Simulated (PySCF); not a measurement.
## Dy⁶⁴⁺: ionisation energy

Dy⁶⁴⁺ 1s2 → Dy⁶⁵⁺ 1s1 [1s1/2^1, M_J = 1/2], as a difference of total energies. Computed with PySCF 2.14 in an even-tempered Gaussian basis (15 s from 190 bohr⁻², ratio 2.4; 11 p from 250 bohr⁻², ratio 2.4; 3 d from 780 bohr⁻², ratio 2.6; 3 f from 1200 bohr⁻², ratio 2.6), with the two-component X2C-1e Hamiltonian. Correlated levels: nothing frozen; the 30 highest virtual spinors dropped. "Screened" scales the spin-orbit matrix elements by Boettger's factors to mimic the two-electron term; Breit and QED terms are absent.

```
                    method  ionisation energy (eV)  difference from reference (eV)
 GHF (screened spin-orbit)                 61872.2                          +135.6
GMP2 (screened spin-orbit)                 61874.0                          +137.4
     GHF (bare spin-orbit)                 61872.2                          +135.6
    GMP2 (bare spin-orbit)                 61874.0                          +137.4
```

Reference: 61736.62 ± 0.1 eV (theoretical estimate listed by NIST; NIST Atomic Spectra Database, ionization energies).

For this ion Breit and QED terms and the two-electron picture change, all absent here, outweigh the correlation shift from GHF to GMP2.
